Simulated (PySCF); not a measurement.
Compound: C6H5F3.
Cartesian coordinates in Å at the PBE0-D3(BJ)/def2-SVP level; atoms count from 1:
```xyz
14
C6H5F3 angstrom
C     -2.6904    0.0072    1.0504
C     -1.3843    0.0201    0.7392
C     -0.9060   -0.0664   -0.6265
C      0.3712   -0.0595   -1.0748
C      1.5875    0.0481   -0.3110
F      1.5287    0.1808    1.0180
C      2.8162    0.0287   -0.8577
F      3.9237    0.1382   -0.1775
F      3.0291   -0.1011   -2.1434
H     -3.0301    0.0709    2.0866
H     -3.4599   -0.0677    0.2754
H     -0.6429    0.0962    1.5373
H     -1.6844   -0.1500   -1.3927
H      0.5371   -0.1407   -2.1516
```

Method used: TDDFT CAM-B3LYP/def2-SVPD, vertical, gas phase, core orbitals frozen in the response in PySCF 2.14.0, density-fitted response routines.

Transition dipole moments from the ground state, in atomic units and in the frame of the coordinates above (overall signs are arbitrary), for the states with f of 0.002 or more among the lowest 9:

```
state  E (hartree)      μx      μy      μz
   S1       0.1793   2.739   0.008  -0.962
   S3       0.2324   0.253  -0.006  -0.212
   S4       0.2451   0.007   0.130  -0.029
   S5       0.2464  -0.005  -0.124   0.031
   S6       0.2523   0.123   0.043   0.374
   S8       0.2611  -0.028   0.371  -0.040
   S9       0.2786   0.000   0.217  -0.015
```

Q: Work out the oscillator strengths.

A: f = (2/3) ΔE |μ|² with ΔE in hartree (27.2114 eV).

```csv
state,|μ|² (au),|μ| (D),f
S1,8.429,7.38,1.007
S3,0.109,0.84,0.017
S4,0.018,0.34,0.003
S5,0.016,0.32,0.003
S6,0.157,1.01,0.026
S8,0.140,0.95,0.024
S9,0.047,0.55,0.009
```

Q: What angle do the transition dipoles of S3 and S8 make?

A: |cos θ| = |μa·μb| / (|μa| |μb|) = 0.01, so θ ≈ 90° (taken between 0 and 90°, since the signs are arbitrary).

Q: How is the summed strength of these states shared among x, y and z?

A: (2/3) Σ ΔE μα² gives 0.909 for x, 0.038 for y and 0.142 for z, 1.089 in all.

Q: What peak molar absorption coefficient would the strongest computed level give as a lone Gaussian band 0.5 eV wide at half height?

A: ε(max) = 2.175×10⁸ f / FWHM, with the width in cm⁻¹. S1: 2.175×10⁸ × 1.0073 / 4033 ≈ 54000 L mol⁻¹ cm⁻¹.

All these states lie below the vertical ionisation energy of 8.32 eV (ΔSCF).

One conformer stands for the species.
